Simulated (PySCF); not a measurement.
C2H6B2F2O2.
SMILES: `COB(OC)B(F)F`

Computed with PySCF at CAM-B3LYP/def2-SVPD, non-relativistic, on one gas-phase PBE0-D3(BJ)/def2-SVP geometry that isn't relaxed in the solvent. The solvent is an IEF-PCM continuum (van der Waals radii × 1.2), and excitations are vertical TDDFT with non-equilibrium linear response and a frozen core. Specific hydrogen bonds and non-electrostatic terms are outside this model.

Gas-phase singlets (H = HOMO, L = LUMO):

```csv
state,E (eV),λ (nm),f,leading configurations
S1,7.167,173,0.029,"H-1→L 67%, H-1→L+1 19%"
S2,7.593,163,0.009,"H-1→L+2 46%, H→L 41%"
S3,7.633,162,0.013,"H→L 46%, H-1→L+2 43%"
S4,8.024,155,0.039,"H→L+1 73%, H→L+2 8%"
S5,8.139,152,0.146,"H→L+2 70%, H→L+1 8%"
```

Task: Give the list for acetone (ε = 20.49), n² = 1.85.

Result: 
```csv
state,E (eV),λ (nm),f,leading configurations,change by rank (eV)
S1,7.139,174,0.032,H-1→L 83%,-0.028
S2,7.480,166,0.004,H→L 94%,-0.113
S3,7.610,163,0.021,H-1→L+2 87%,-0.023
S4,7.953,156,0.073,"H→L+1 57%, H→L+2 24%",-0.071
S5,8.031,154,0.161,"H→L+2 59%, H→L+1 19%",-0.108
```

Task: How do the frontier levels move from gas to acetone?

Result: 
| orbital | gas (eV) | solvent (eV) | change (eV) |
| --- | --- | --- | --- |
| LUMO+2 | 1.33 | 1.36 | +0.03 |
| LUMO+1 | 1.03 | 1.02 | -0.01 |
| LUMO | 0.73 | 0.79 | +0.06 |
| HOMO | -10.04 | -9.89 | +0.15 |
| HOMO-1 | -10.20 | -10.16 | +0.04 |
| HOMO-2 | -11.13 | -11.06 | +0.07 |
| HOMO-3 | -11.30 | -11.10 | +0.20 |

The HOMO–LUMO gap goes from 10.77 to 10.68 eV. Rows go by rank; for LUMO and LUMO+1 the atom shares or the degeneracy differ between the runs, so the row needn't follow one orbital.

On one thread, Intel Xeon at 2.50 GHz (x86_64), no GPU, shared host with 64 logical CPUs at a one-minute load of 64, this took 1.8 min and 1.1 GiB of memory at its peak. This is the whole response run at CAM-B3LYP/def2-SVPD in acetone, SCF included.

Conformer computed: `[CH3:1][O:2][B:3]([O:4][CH3:5])[B:6]([F:7])[F:8]`: C1–O2–B3–O4 -178°, O2–B3–O4–C5 0°, O2–B3–B6–F7 88°.
